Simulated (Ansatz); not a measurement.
Isomers of C2H6AlFSi, relaxed with PBE0-D4/def2-TZVP in Ansatz; electronic energies, one conformer each and not always the lowest. Functionals use def2-TZVPP; CBS adds triple-zeta CCSD(T) − MP2 to the MP2 limit of def2-TZVPP and def2-QZVPP.

(1) Order them by energy at frozen-core CCSD(T)/CBS, lowest first. (Estimate.)
A. `C=C(F)[SiH2][AlH2]`
B. `[CH3][Al]1[CH2][SiH]1F`
C. `[F][Al]1[CH2][SiH2][CH2]1`
D. `C=[CH][Al]([F])[SiH3]`
E. `F/[C]([AlH2])=C\[SiH3]`
F. `F[CH]1[CH2][Al]1[SiH3]`

(2) How do B3LYP, HF/CBS(def2), PBE-D4, MP2/CBS(def2) place them (kJ/mol, against `[F][Al]1[CH2][SiH2][CH2]1`)? (An estimate is asked.)

Results:

(1) C (0.0 kJ/mol), D (100.8 kJ/mol), B (167.3 kJ/mol), E (374.8 kJ/mol), A (389.4 kJ/mol), F (461.1 kJ/mol).

(2) Computed: 
```tsv
isomer	B3LYP	HF/CBS(def2)	PBE-D4	MP2/CBS(def2)
`[CH3][Al]1[CH2][SiH]1F`	157.8	170.2	151.3	176.1
`F/[C]([AlH2])=C\[SiH3]`	347.3	329.3	363.7	400.2
`F[CH]1[CH2][Al]1[SiH3]`	436.3	457.4	421.6	486.3
`C=[CH][Al]([F])[SiH3]`	84.7	64.2	104.7	123.1
`C=C(F)[SiH2][AlH2]`	364.0	351.3	367.6	423.2
```

B3LYP here is the variant with VWN-RPA as its local correlation; programs differ in this.
